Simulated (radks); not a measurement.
Values are calculated unless marked as measured or tabulated.
Question: Au, configuration [Xe] 4f14 5d10 7p1 (not the ground configuration). Code: a radial shooting solver on a logarithmic mesh with Libxc functionals. Model: scalar-relativistic Kohn-Sham, LDA (Slater exchange, Perdew-Wang correlation), spin-polarised, spherical densities, point nucleus; open shells are filled with parallel spins first (spin-orbit coupling, left out, can overturn this in heavy ions). Some entries of the table are withheld. Estimate them.

orbital  occ.  eigenvalue (eV)  <1/r> (bohr^-1)  <r^2> (bohr^2)
1s up       1        -80729.33            95.75       0.0003934
1s down     1        -80729.33            95.75       0.0003934
2s up       1        -14249.62            22.45        0.005999
2s down     1        -14249.62            22.45        0.005999
2p up       3        -12323.00            19.97        0.005049
2p down     3        -12323.00            19.97        0.005049
3s up       1        -3367.236            8.318         0.03871
3s down     1        -3367.236            8.318         0.03871
3p up       3        -2808.573            7.588         0.03978
3p down     3        -2808.572            7.588         0.03978
3d up       5        -2211.194            7.144         0.03294
3d down     5        -2211.193            7.144         0.03294
4s up       1        -734.6126            3.568          0.1872
4s down     1        -734.6120            3.568          0.1872
4p up       3        -551.3921            3.220          0.2140
4p down     3        -551.3914            3.220          0.2140
4d up       5        -331.5033            2.886          0.2431
4d down     5        -331.5025            2.886          0.2431
5s up       1        -114.4580            1.464          0.9629
5s down     1        -114.4568            1.464          0.9629
4f up       7              (1)              (2)          0.3017
4f down     7              (3)              (4)          0.3017
5p up       3         -65.7822            1.239           1.303
5p down     3         -65.7805            1.240           1.303
5d up       5         -12.7409           0.8385           2.977
5d down     5         -12.7272           0.8390           2.972
7p up       1          -1.0970           0.1134             (5)
7p down     0          -0.8495           0.1078             (6)

Answer: 
(1) 4f up eigenvalue (eV): -87.2219
(2) 4f up <1/r> (bohr^-1): 2.462
(3) 4f down eigenvalue (eV): -87.2210
(4) 4f down <1/r> (bohr^-1): 2.462
(5) 7p up <r^2> (bohr^2): 132.3
(6) 7p down <r^2> (bohr^2): 145.6
